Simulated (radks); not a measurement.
Initial-state core-level shifts of the copper ion Cu2+ when its valence configuration changes from [Ar] 3d9. Calculated with a radial shooting solver on a logarithmic mesh with Libxc functionals: non-relativistic Kohn-Sham, r2SCAN, spin-polarised, spherical densities, point nucleus; open shells are filled with parallel spins first; meta-GGA in the generalised Kohn-Sham scheme. Shifts are changes of the shell-averaged eigenvalues in eV (positive: less bound); the change of the density at the nucleus, which sets a Mossbauer isomer shift, is in e/bohr^3, on a base of 1.663e+04.

valence,1s,2s,2p,3s,density at nucleus
3d8 4s1,-8.404,-9.289,-9.225,-7.970,+12.554
3d8.5 4s0.5,-4.105,-4.530,-4.498,-3.930,+5.921
3d8 4p1,-9.910,-10.715,-10.655,-9.466,+2.269
3d7.5 4s0.5 4p1,-14.404,-15.726,-15.632,-13.588,+9.068
3d7 4s0.5 4p1.5,-19.841,-21.686,-21.561,-18.526,+11.022
3d7 4p2,-20.550,-22.363,-22.240,-19.223,+5.233
3d8.5 4p0.5,-4.869,-5.246,-5.217,-4.696,+1.049
3d7 4s1 4p1,-19.130,-21.008,-20.882,-17.825,+16.870
3d6.5 4p2.5,-26.145,-28.528,-28.375,-24.187,+6.963
